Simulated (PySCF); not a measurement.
## Sc⁺: ionisation energy

Sc⁺ [Ar] 3d1 4s1 (3D) → Sc²⁺ [Ar] 3d1 (2D), as a difference of total energies. All numbers are calculated (PySCF 2.14, the non-relativistic Hamiltonian (point nucleus), in aug-cc-pVDZ (7s6p4d2f, 59 functions)). Correlated levels: valence: [Ar] frozen. The calculations carry no spin-orbit coupling.

```tsv
method	ionisation energy (eV)	difference from reference (eV)
UHF	12.166	-0.634
MP2 (valence)	12.234	-0.566
SCS-MP2 (valence)	12.189	-0.611
CCSD (valence)	12.270	-0.530
```

Reference: 12.800 eV (measured; NIST Atomic Spectra Database, ionization energies).

These non-relativistic numbers lack the scalar-relativistic shift.

The reference lies between the lowest fine-structure levels, while these numbers refer to the centres of the terms.

Errors of the correlated levels include the incompleteness of this basis and the frozen core.

With two correlated electrons CCSD is exact in that space.
